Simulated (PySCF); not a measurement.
**C7H12: core ionisation energies**

Spiro[2.4]heptane, C7H12.
Z-matrix (Å and degrees, PBE0-D3(BJ)/def2-SVP geometry), rows numbered from 1:
```
C 
C   1  1.5276
C   2  1.5292  1  103.16
C   3  1.5310  2  104.46  1   -33.97
C   1  1.5295  2  103.20  3    42.10
C   4  1.5006  3  120.33  2   157.91
C   6  1.5004  4   60.00  3   110.98
H   1  1.1005  2  113.59  3   165.09
H   1  1.1035  2  109.51  3   -75.07
H   2  1.1005  1  113.59  3   122.97
H   2  1.1035  1  109.54  3  -117.15
H   3  1.1009  2  113.18  1  -156.85
H   3  1.1035  2  109.67  1    83.71
H   5  1.1009  1  113.14  2  -156.51
H   5  1.1034  1  109.69  2    84.07
H   6  1.0944  4  117.82  7  -108.09
H   6  1.0942  4  118.11  7   108.10
H   7  1.0942  4  118.12  6   108.11
H   7  1.0945  4  117.80  6  -108.10
```

The calculation used delta-SCF UKS SCAN, pcX-2 on the ionised atom, pcseg-1 elsewhere, spin-free X2C in PySCF. Each binding energy is the total energy of the core-ionised species, with the hole localised on one atom, minus that of the ground state; both are solved self-consistently, so orbital relaxation is included.

List the computed XPS lines with their assignment.

```
atom(s)                    environment  level  binding energy (eV)  above the level's lowest (eV)  count
  C1/C2                ring CH2 carbon   C 1s               290.31                          +0.10      2
  C3/C5                ring CH2 carbon   C 1s               290.25                          +0.04      2
     C4  sp3 carbon at a ring junction   C 1s               290.26                          +0.05      1
  C6/C7     three-membered-ring carbon   C 1s               290.21                           0.00      2
```

The 4 C 1s values lie within 0.10 eV of each other; Gaussian lines of 0.5 eV full width would blend them into one maximum.

Which photon energy gives electrons from C 1s of C3/C5 a kinetic energy of 50 eV, and what is their de Broglie wavelength?

hν = 290.25 + 50 = 340.25 eV, recoil neglected; λ = 12.264 Å/√(E/eV) = 1.73 Å.

Give the binding energy of C 1s of C3/C5 in hartree and in kJ/mol.

290.25 eV = 10.6665 Eh = 28005 kJ/mol.

Atoms equivalent by their bonding share one computed value, that of the first of them. The structure is a single PBE0-D3(BJ)/def2-SVP conformer in the gas phase; no vibrational or solvent corrections.
